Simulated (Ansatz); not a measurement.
The same path of ClH + Ge3H8 (13 atoms, charge 0, multiplicity 1) was run 3 times with different band settings. Lost on the way: Ge1–H2, Cl12–H13. Made: Ge1–Cl12, H2–H13.

Level of theory: Ansatz, RKS PBE/def2-SVP.

Relaxed end points:

```xyz
13
Properties=species:S:1:pos:R:3
Ge -0.063 0.057 -0.052
H -0.017 -0.042 1.512
Ge 2.228 0.161 -0.900
H 2.813 -1.267 -1.040
H 2.235 0.848 -2.292
H 3.123 0.985 0.065
H -0.818 1.384 -0.356
Ge -1.312 -1.861 -0.912
H -2.470 -2.231 0.056
H -1.919 -1.501 -2.297
H -0.376 -3.085 -1.076
Cl 1.537 -2.756 1.913
H 0.895 -1.632 2.073
```

```xyz
13
Properties=species:S:1:pos:R:3
Ge 0.351 -0.716 -0.175
H -0.141 0.397 4.065
Ge 2.368 -0.033 -1.381
H 3.075 -1.291 -1.948
H 1.989 0.910 -2.556
H 3.327 0.709 -0.417
H -0.353 0.495 0.506
Ge -1.238 -2.096 -1.424
H -2.380 -2.561 -0.484
H -1.840 -1.277 -2.601
H -0.500 -3.336 -1.995
Cl 1.057 -1.986 1.497
H 0.140 -0.153 3.606
```

Common settings: spring 5.0 eV/Å²; optimiser quadratic models (default); start path through a guess of the saddle point; iteration limit 60; end points relaxed.

| run | movable images | climbing image | force threshold |
| --- | --- | --- | --- |
| 1 | 5 | yes | 0.05 eV/Å |
| 2 | 5 | yes | 0.5 eV/Å |
| 3 | 8 | no | 0.05 eV/Å |

(1) What does each run give, and how far can it be trusted?

Answers

(1) Run 1: converged after 16 iterations, highest image 1.310 eV above the first end. Neighbouring images differ by up to 1.3 eV, so the band resolves the path poorly. A vibrational analysis at the climbing image gives one clearly imaginary mode, 769i cm⁻¹: a first-order saddle point.
Run 2: converged after 12 iterations, highest image 1.367 eV above the first end. The threshold of 0.5 eV/Å is loose, so the images may lie well off the minimum-energy path. Neighbouring images differ by up to 1.3 eV, so the band resolves the path poorly. The order of the point at the top wasn't checked.
Run 3: converged after 13 iterations, highest image 1.068 eV above the first end. No image climbed, so the highest image needn't sit at the top of the path.
The orbitals stay closed-shell, which can raise the energy where a bond breaks towards radicals; this wasn't checked here.
